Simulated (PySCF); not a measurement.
A PySCF script (with the pyscf-properties extension) for the NMR shieldings of SMILES CC(=S)[SiH]1SCCS1, C4H8S3Si, on a GFN2-xTB geometry:

```python
import basis_set_exchange as bse
import numpy as np
from pyscf import gto, dft
from pyscf.prop import nmr

atoms = """
C    -2.422069    0.680412    0.993635
C    -2.121354    0.030421   -0.304735
S    -3.253872   -0.205261   -1.445591
Si   -0.370038   -0.546200   -0.708612
S     0.501451   -1.544765    0.977916
C     2.162369   -0.877277    0.639234
C     2.103377    0.618235    0.443685
S     1.016014    1.078593   -0.953879
H    -1.844226    1.602622    1.083122
H    -2.112116    0.025469    1.810028
H    -3.481710    0.908745    1.084706
H    -0.330472   -1.383356   -1.897102
H     2.556757   -1.379962   -0.243552
H     2.778520   -1.126765    1.502620
H     3.089113    1.016307    0.205064
H     1.720656    1.111726    1.337018
"""
names = dict.fromkeys(["C", "S", "Si", "H"], "pcSseg-1")
basis = {el: gto.basis.parse(bse.get_basis(n, elements=[el], fmt="nwchem")) for el, n in names.items()}
mol = gto.M(atom=atoms, basis=basis, charge=0, verbose=0)
mf = dft.RKS(mol, xc="PBE0")
mf.grids.level = 2
mf.grids.alignment = dft.numint.BLKSIZE   # the property module wants whole blocks of grid points
mf.conv_tol = 1e-9
mf.kernel()

calc = nmr.RKS(mf)   # GIAO
C = mf.mo_coeff
Co = C[:, mf.mo_occ > 0]
resp = mf.gen_response(singlet=True, hermi=2)
def vind(x):   # induced exchange potential for any number of trial vectors
    d = np.einsum("pi,xij,qj->xpq", C, 2 * x.reshape(-1, C.shape[1], Co.shape[1]), Co, optimize=True)
    return np.einsum("xpq,pi,qj->xij", resp(d - d.transpose(0, 2, 1)), C, Co, optimize=True).ravel()
mo1, _ = nmr.rhf.solve_mo1(calc, with_cphf=vind)
sigma = calc.kernel(mo1)
for i, s in enumerate(sigma):   # ppm
    w = np.linalg.eigvalsh((s + s.T) / 2)
    print("%2d %-2s iso %8.1f  s11 %8.1f  s22 %8.1f  s33 %8.1f" % (i, mol.atom_pure_symbol(i), w.mean(), *w))
```

Q: What does it print?

A: 
```
 0 C  iso    137.6  s11    102.5  s22    132.8  s33    177.7
 1 C  iso   -137.2  s11   -331.6  s22   -238.2  s33    158.3
 2 S  iso   -992.8  s11  -3008.5  s22   -593.4  s33    623.5
 3 Si iso    350.4  s11    302.1  s22    329.6  s33    419.3
 4 S  iso    602.7  s11    510.7  s22    529.9  s33    767.5
 5 C  iso    145.2  s11    111.0  s22    153.6  s33    171.1
 6 C  iso    145.0  s11    113.6  s22    154.9  s33    166.6
 7 S  iso    602.3  s11    454.8  s22    577.6  s33    774.4
 8 H  iso     27.9  s11     23.6  s22     29.1  s33     31.1
 9 H  iso     27.8  s11     22.8  s22     29.1  s33     31.5
10 H  iso     28.3  s11     25.3  s22     27.0  s33     32.7
11 H  iso     26.1  s11     21.9  s22     23.4  s33     33.0
12 H  iso     29.0  s11     23.3  s22     26.6  s33     37.2
13 H  iso     28.5  s11     21.7  s22     26.4  s33     37.4
14 H  iso     28.5  s11     22.0  s22     26.5  s33     37.1
15 H  iso     28.7  s11     23.3  s22     26.4  s33     36.3
```

These numbers come from an equivalent density-fitted implementation of the same equations, which agrees with the script to about 0.01 ppm for H and up to a few tenths of a ppm for heavy atoms, so last digits may differ.

Q: Turn these shieldings into chemical shifts. Chemical shifts δ = σref − σ; TMS for ¹³C (186.93 ppm), ²⁹Si (349.16 ppm), ¹H (31.72 ppm); CS2 for ³³S (503.73 ppm), all at this level.

A: Averaging equivalent atoms: C 1: 324.1; C 0: 49.3; C 5/6: 41.8; S 2: 1497; S 4/7: -99; Si 3: -1.2; H 11: 5.61; H 8/9/10: 3.71; H 13/15: 3.14; H 12/14: 2.93 ppm. 

Size and cost of the density-fitted run: 204 basis functions, 82 s wall time on 1 thread of an Intel Xeon, shared host; peak memory 0.93 GiB.
